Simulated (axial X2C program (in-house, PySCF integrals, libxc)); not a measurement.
CaS⁻: from the spin-free to the two-component result

Computed with an axial X2C code built on PySCF integrals. Spin-free means the one-electron spin-free X2C Hamiltonian; two-component (2c) means X2C with spin–orbit coupling and atomic mean-field two-electron Coulomb and Gaunt terms, so the difference of the two also holds small scalar two-electron terms. Basis: Ca dyall-acv3z [12s13p7d5f], S dyall-av3z [9s8p3d2f] (cores contracted in-house); Gaussian nuclei, density fitting, unrestricted open shells. Masses: Ca 39.963 u, S 31.972 u.

Spin-free state: M_S = 1/2, Λ = 0 (beyond evenly filled blocks: σα); fragments Ca + S-.

| level | Re (Å) | ωe (cm⁻¹) | De (eV) | μ (D) |
| --- | --- | --- | --- | --- |
| PBE0 | 2.395 | 418.1 | 2.911 | -2.69 |
| CCSD | 2.471 | 396.4 | 2.345 | n/a |
| CCSD(T) | 2.482 | 386.0 | 2.494 | n/a |
| r2SCAN0 | 2.398 | 422.3 | 2.983 | -3.08 |

Correlated methods: 9 electrons correlated (number of frozen shells: Ca 3 s, 2 p; S 2 s, 1 p), 281 virtual spin orbitals or spinors in MP2, 89 natural virtuals in coupled cluster.

Dipoles are positive if S is the positive end and refer to the centre of mass.

Two-component determinant lowest at the distance of the search:

Ω = 1/2 (⟨Sz⟩ = 0.50, ⟨Lz⟩ = 0.00 at HF); fragments Ca + S-.

| level | Re (Å) | ωe (cm⁻¹) | De (eV) | μ (D) |
| --- | --- | --- | --- | --- |
| PBE0 | 2.395 | 418.1 | 2.911 | -2.68 |
| CCSD | 2.471 | 396.5 | 2.328 | n/a |
| CCSD(T) | 2.482 | 386.1 | 2.476 | n/a |
| r2SCAN0 | 2.398 | 422.3 | 2.983 | -3.08 |

(1) From the two tables, how do the constants change at the CCSD(T) level (2c against spin-free)?

Occupations by symmetry block were frozen at the best pattern of an incomplete PBE0 search. Dissociation energies refer to the lowest single-determinant-based atoms at the same level and basis. Density functionals use the spin component along the axis (collinear). CCSD and (T) use frozen natural virtuals with an MP2 correction for the truncation; (T) itself is uncorrected, so its De runs slightly low. In 2c an atomic determinant is not the ground J level, so De misses part of the atomic spin–orbit lowering. This holds for PBE0, r2SCAN0. Without a current term, density functionals place determinants with orbital angular momentum somewhat too high. The outer-core s and p shells of the metal are frozen in the correlated rows, which leaves out core–valence correlation; for alkali and alkaline-earth bonds that tends to lengthen them. The highest occupied level of some functionals is positive through self-interaction error; at Hartree–Fock it is bound.

## Answers

(1) At the CCSD(T) level Re is unchanged within 0.001 Å and ωe doesn't move by more than 0.2 cm⁻¹; De changes by -0.018 eV.
